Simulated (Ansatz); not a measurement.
`SBS` + `O[SiH2]F` → `F[SiH2]OBS` + H₂S  (ligand exchange at a B–S bond)

Computed with Ansatz on PBE0-D4/def2-TZVP structures; ΔE is electronic, products minus reactants. CCSD(T)/CBS is the MP2 limit (def2-TZVPP, def2-QZVPP) plus CCSD(T) − MP2 in def2-TZVPP, frozen cores. This one scheme is used for every species. Each species was taken in one conformer, which may not be the lowest.

```tsv
species	HF/def2-QZVPP energy (Eh)
`SBS`	-821.60462
`O[SiH2]F`	-465.21314
`F[SiH2]OBS`	-888.12074
H₂S	-398.71944
```

Task: Work out ΔE.

Result: ΔE = (-888.12074) + (-398.71944) − (-821.60462) − (-465.21314) = -0.02242 Eh = -14.1 kcal/mol. CCSD(T)/CBS gives -9.5 kcal/mol.

Largest T1 diagnostic among the species: 0.014.

The D4 term adds −0.8 kcal/mol with B3LYP and −0.5 kcal/mol with PBE0; it sums over pairs of atoms, weighted by their polarisabilities, and B3LYP, whose exchange is more repulsive, gets the larger term. From PBE to PBE0 (25 % exact exchange), in def2-TZVPP and without D4, ΔE moves by −0.9 kcal/mol.

B3LYP here is the variant with VWN-RPA as its local correlation; programs differ in this.
